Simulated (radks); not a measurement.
The numbers below are computed, except where a source is named.
Fractional charge and spin in the 5s shell of holmium: the spin-up occupation runs from 0 to 1 and the spin-down occupation from 0 to 1; the fullest corner is Ho2+, [Kr] 4d10 4f(up 5.5, down 5.5) 5p6 5s(up 1, down 1). Code: a radial shooting solver on a logarithmic mesh with Libxc functionals. Model: scalar-relativistic Kohn-Sham, BLYP, spin-polarised, spherical densities, finite nucleus; Fermi nuclear charge, rms radius of each element as measured or else 0.836 A^(1/3) + 0.57 fm. Energy (eV) minus the two flat planes that join the four corners (they meet along the diagonal where the two added fractions sum to one electron); zero is where a piecewise linear energy would lie.

| down \ up | 0 | 0.25 | 0.5 | 0.75 | 1 |
|---|---|---|---|---|---|
| 0 | 0.000 | -1.431 | -1.901 | -1.420 | 0.000 |
| 0.25 | -1.431 | -1.840 | -1.301 | 0.177 | -1.347 |
| 0.5 | -1.901 | -1.301 | 0.235 | -1.231 | -1.786 |
| 0.75 | -1.420 | 0.177 | -1.231 | -1.728 | -1.331 |
| 1 | 0.000 | -1.347 | -1.786 | -1.331 | 0.000 |

Corners above the fullest one (they belong to Ho3+ and the next ion): (up 1, down 0) 71.530 eV, (up 0, down 1) 71.530 eV, (up 0, down 0) 158.76 eV. With half an added electron in each spin the energy lies 0.235 eV from the planes, and with half an added electron in spin up alone -1.901 eV. The planes are only a guide here: the flat-plane condition holds for ground states with one frontier orbital, while this shell lies below other occupied shells, so the corners above the fullest one are inner-hole states and not the ground states of those ions.
